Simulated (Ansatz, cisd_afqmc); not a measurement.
System: In, charge 0, doublet.

Total energies in def2-QZVPPD, 3 correlated electrons, 9 frozen orbitals. Radicals and triplets start from unrestricted determinants; spin-orbit coupling is neglected. Correlated methods leave the cores frozen (noble-gas shells, and filled d and f shells in the p block). Past Kr the def2 sets carry scalar-relativistic core potentials. The Monte Carlo rows (phaseless AFQMC, CISD trial, step 0.005/hartree) carry one-sigma bars that omit the constraint's bias. Outlying blocks are dropped, and bars are widened where a walk drifts. Over all cases where full CI ran beside it in this data, AFQMC minus full CI had a median of +0.1 mEh and passed +0.4 mEh in a tenth of the cases. Spin-orbit terms, left out, reach several kcal/mol for Br and I, and more for heavier atoms.

```json
[
 {"method": "HF", "program": "Ansatz", "energy (Eh)": "-189.21066", "minus CCSDT (mEh)": "43.62"},
 {"method": "MP2", "program": "Ansatz", "energy (Eh)": "-189.24261", "minus CCSDT (mEh)": "11.68"},
 {"method": "CCSD", "program": "Ansatz", "energy (Eh)": "-189.25318", "minus CCSDT (mEh)": "1.11"},
 {"method": "CCSD(T)", "program": "Ansatz", "energy (Eh)": "-189.25403", "minus CCSDT (mEh)": "0.26"},
 {"method": "CCSDT", "program": "Ansatz", "energy (Eh)": "-189.25429", "minus CCSDT (mEh)": "0.00"},
 {"method": "AFQMC/CISD", "program": "cisd_afqmc", "energy (Eh)": "-189.2542 ± 0.0001", "minus CCSDT (mEh)": "0.1 ± 0.1"}
]
```

Ansatz is an electronic-structure program.
